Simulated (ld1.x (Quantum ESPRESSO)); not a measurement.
## Before and after: TM potential for oxygen

oxygen (O), norm-conserving Troullier–Martins (Kleinman–Bylander form), made with ld1.x (Quantum ESPRESSO) 7.5 (PBEsol, scalar-relativistic). Core [He], reference 2s2 2p3.75 (charge +0.25). Waves: 2s (bound): rc 0.75 bohr; 2p (bound): rc 2.00 bohr. Local part: the p channel. Core correction: none.

All-electron outer shells of the reference configuration (PBEsol, scalar-relativistic, ld1.x):

```json
{"shell": "1s", "level (eV)": "-516.95", "outermost node (bohr)": "–", "outermost maximum (bohr)": "0.13"}
{"shell": "2s", "level (eV)": "-27.40", "outermost node (bohr)": "0.28", "outermost maximum (bohr)": "0.87"}
{"shell": "2p", "level (eV)": "-12.47", "outermost node (bohr)": "–", "outermost maximum (bohr)": "0.82"}
```

Change: wave 2p (bound): rc 2.00 bohr becomes 2p (bound): rc 1.38 bohr.

Cutoffs: the cutoffs (Ry, on a coarse ladder) from which the occupation-weighted sum of valence levels, in a spherical-Bessel basis at the reference potential, stays within 10 and 1 mRy of its value at 400 Ry; they do not see the model core or the augmentation charge, which bear on the density cutoff. Errors are all-electron minus pseudo energies relative to the spin-unpolarised reference configuration.

Question: What does the change do?

Answer: The potential gets neither clearly harder nor softer (80 Ry and 200 Ry → 80 Ry and 200 Ry); the s channel sets the loose cutoff, while the largest relative change is in p, which becomes harder; of the 7 tests that both files solve, the error grows in 0 and shrinks in 6 by more than 15 % and 0.3 meV (median size 13.6 → 1.9 meV); neither file shows a bound ghost. Less of the atom is replaced, so other configurations are described better.

| quantity | base | changed |
| --- | --- | --- |
| cutoff, loose | 80 Ry | 80 Ry |
| cutoff, tight | 200 Ry | 200 Ry |
| loose cutoff by channel (10 mRy a level) | s 70 Ry, p 35 Ry | s 70 Ry, p 60 Ry |
| bound ghosts | none | none |
| error for 2s2 2p4, meV [ΔE -2.67 eV] | -1.3 | -0.3 |
| error for 2s2 2p3, meV [ΔE 13.68 eV] | +14 | -1.3 |
| error for 2s2 2p2, meV [ΔE 47.16 eV] | +355 | +52 |
| error for 2s2 2p4.3, meV [ΔE -4.78 eV] | -8.7 | -1.9 |
| error for 2s2 2p3.5, meV [ΔE 3.58 eV] | -0.5 | -0.6 |
| error for 2s2 2p0, meV [ΔE 177.51 eV] | +5604 | +1504 |
| error for 2s1 2p4, meV [ΔE 28.82 eV] | -158 | -24 |
